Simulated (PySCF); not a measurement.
**The first ionisation energy along the 5p block**

Calculated with PySCF 2.14 from differences of total energies of unrestricted determinants, without spin-orbit coupling. Values in eV. The last column holds reference values (NIST; (s) semi-empirical, (t) theoretical, else measured). Unmarked ones compare directly (S terms, centres of terms, or small fine structure); those marked * lie between the lowest fine-structure levels and include a spin-orbit shift.

```tsv
element	configurations	UHF	MP2 (valence)	SCS-MP2 (valence)	CCSD (valence)	CCSD(T) (valence)	B3LYP	reference
In (def2-TZVP with the def2 core potential (28 electrons), ECP)	[Kr] 4d10 5s2 5p1 → [Kr] 4d10 5s2	5.219	5.396	5.379	5.452	5.472	n/a	5.603
Sn (def2-TZVP with the def2 core potential (28 electrons), ECP)	[Kr] 4d10 5s2 5p2 → [Kr] 4d10 5s2 5p1	6.854	7.147	7.083	7.179	7.203	7.265	7.389
Sb (def2-TZVP with the def2 core potential (28 electrons), ECP)	[Kr] 4d10 5s2 5p3 → [Kr] 4d10 5s2 5p2	8.584	8.986	8.864	8.971	8.999	8.935	9.124
Te (def2-TZVP with the def2 core potential (28 electrons), ECP)	[Kr] 4d10 5s2 5p4 → [Kr] 4d10 5s2 5p3	7.727	8.317	8.373	8.439	8.465	8.889	8.749
I (def2-TZVP with the def2 core potential (28 electrons), ECP)	[Kr] 4d10 5s2 5p5 → [Kr] 4d10 5s2 5p4	9.551	10.254	10.252	10.272	10.304	10.632	10.519
Xe (def2-TZVP with the def2 core potential (28 electrons), ECP)	[Xe] → [Kr] 4d10 5s2 5p5	11.466	12.259	12.187	12.163	12.199	12.432	12.565
```

| method | elements | mean error (eV) | mean absolute error (eV) | largest error (eV) |
| --- | --- | --- | --- | --- |
| UHF | 6 | -0.758 | 0.758 | -1.100 |
| MP2 (valence) | 6 | -0.265 | 0.265 | -0.431 |
| SCS-MP2 (valence) | 6 | -0.302 | 0.302 | -0.379 |
| CCSD (valence) | 6 | -0.246 | 0.246 | -0.403 |
| CCSD(T) (valence) | 6 | -0.218 | 0.218 | -0.366 |
| B3LYP | 5 | -0.039 | 0.140 | -0.190 |

Errors include the incompleteness of the basis and the frozen core.

"Valence" correlates the outer s and p shells and, in groups 3 to 12 and the f block, the outer d or f shell, open or full, or the next shell where the ion has no valence electron left; the wider scheme adds the next inner shell.
